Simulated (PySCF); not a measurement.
Structure with atom numbers: `[CH3:1][CH2:2][Si:3]([SiH3:4])([SiH3:5])[Cl:6]`; H(Xn) means a hydrogen on atom n.

Geometry: GFN2-xTB; GIAO shifts from PySCF 2.14, gas phase, non-relativistic, averaged over equivalent atoms.

At PBE0/pcSseg-1 (185 basis functions, 30 s wall time on 1 thread of an Intel Xeon Platinum 8488C, shared host):
| atoms | δ (ppm) |
| --- | --- |
| C2 | 19.1 |
| C1 | 11.6 |
| Si3 | 17.8 |
| Si4/Si5 | -110.5 |
| H(Si4)/H(Si5) | 3.58 |
| H(C1) | 1.32 |
| H(C2) | 1.04 |

References, each an isolated molecule treated in the same way: 13C (σref 186.93) and 29Si (σref 349.16) and 1H (σref 31.72) vs TMS.

Question: What do these become at OLYP/def2-SVPD?

Answer: 
| atoms | δ at OLYP/def2-SVPD | change |
| --- | --- | --- |
| C2 | 20.1 | +1.0 |
| C1 | 10.6 | -1.0 |
| Si3 | -7.2 | -25.0 |
| Si4/Si5 | -110.3 | +0.2 |
| H(Si4)/H(Si5) | 3.71 | +0.13 |
| H(C1) | 1.37 | +0.05 |
| H(C2) | 1.33 | +0.29 |

Shifts are taken against calculated references (same method and geometry level): 13C (190.41 ppm) and 29Si (374.99 ppm) and 1H (31.94 ppm) vs TMS.

The largest change is at Si3 (silicon bonded to C, Cl, 2 Si). Cost: 227 basis functions, 56 s wall time on 1 thread of an Intel Xeon Platinum 8488C, shared host.
